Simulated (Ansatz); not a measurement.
Geometry optimisation, RKS PBE0-D4/def2-SVP (Ansatz 0.2.0).

Input:

```yaml
crystal:
  periodic: [false, false, false]
  atoms:
    - { symbol: Ge, position_ang: [0.0, 0.0, 0.0] }
    - { symbol: Ge, position_ang: [0.0, 0.0, 2.75] }
    - { symbol: H, position_ang: [-1.3958, -0.4318, 3.2674] }
    - { symbol: H, position_ang: [1.0719, -0.9929, 3.2674] }
    - { symbol: H, position_ang: [0.324, 1.4247, 3.2674] }
    - { symbol: H, position_ang: [1.4616, 0.0, -0.5162] }
    - { symbol: O, position_ang: [-0.8337, 1.4443, -0.5894] }
    - { symbol: H, position_ang: [-1.7915, 1.2136, -0.8118] }
    - { symbol: H, position_ang: [-0.73, -1.2648, -0.5162] }
    - { symbol: S, position_ang: [0.9559, 2.2231, 0.8041] }
    - { symbol: H, position_ang: [2.0524, 1.9848, 1.6413] }
    - { symbol: H, position_ang: [0.6076, 1.4131, 2.09] }
basis:
  gaussian: { orbitals: def2-SVP }
hamiltonian:
  xc: pbe0
  dispersion: d4
relax:
  f_tol: 0.15
  max_steps: 25
  restrain:
    - { distance: [0, 9], at: 2.25, k: 30.0 }
    - { distance: [11, 1], at: 1.55, k: 30.0 }
    - { distance: [0, 1], at: 3.6, k: 30.0 }
    - { distance: [11, 9], at: 2.6, k: 30.0 }
```

Run as:

```bash
$ ansatz run input.yaml --threads 4 --pin off --max-ram 5120MiB --backend cpu --events-out ev --progress --plain --runs-dir out
```

Problem. Where does it end, and by what steps?

Solution. The forces met the threshold. The restraints hold the end off the free minimum; the threshold counts their pulls, which the force column leaves out. Restrained pairs: Ge1–S10 (2.55 → 2.24 Å), Ge2–H12 (1.67 → 1.54 Å), Ge1–Ge2 (2.75 → 3.62 Å), S10–H12 (1.56 → 2.61 Å). After 16 steps the energy has fallen by 3.471 eV (the restraints' own energy left out); H5 moved furthest, 1.73 Å.

| step | energy less start (eV) | largest force component (eV/Å) | accepted |
| --- | --- | --- | --- |
| 0 | 0.0000 | 3.692 | yes |
| 1 | 1.4660 | 3.510 | yes |
| 2 | 2.2797 | 3.261 | yes |
| 3 | 1.3408 | 2.337 | yes |
| 4 | 0.2464 | 1.962 | yes |
| 5 | -0.7387 | 2.326 | yes |
| 6 | -1.7177 | 1.919 | yes |
| 7 | -2.4183 | 0.891 | yes |
| 8 | -2.7575 | 0.792 | yes |
| 9 | -3.0112 | 0.933 | yes |
| 10 | -3.1936 | 1.067 | yes |
| 11 | -3.3175 | 0.821 | yes |
| 12 | -3.3940 | 0.629 | yes |
| 13 | -3.4437 | 0.504 | yes |
| 14 | -3.4663 | 0.439 | yes |
| 15 | -3.4217 | 1.828 | no |
| 16 | -3.4710 | 0.392 | yes |

```xyz
12
Properties=species:S:1:pos:R:3
Ge 0.310 0.460 -0.330
Ge -0.082 0.261 3.259
H -1.275 -0.698 3.056
H 1.210 -0.458 2.818
H 0.042 0.598 4.762
H 1.307 -0.332 -1.190
O -0.966 1.023 -1.424
H -1.838 1.067 -1.015
H -0.318 -0.408 0.772
S 1.289 2.321 0.451
H 2.273 1.624 1.062
H -0.229 1.556 2.431
```

The run took 58 s on 4 threads of Arm Neoverse V1 (shared host), peak memory 0.41 GiB.
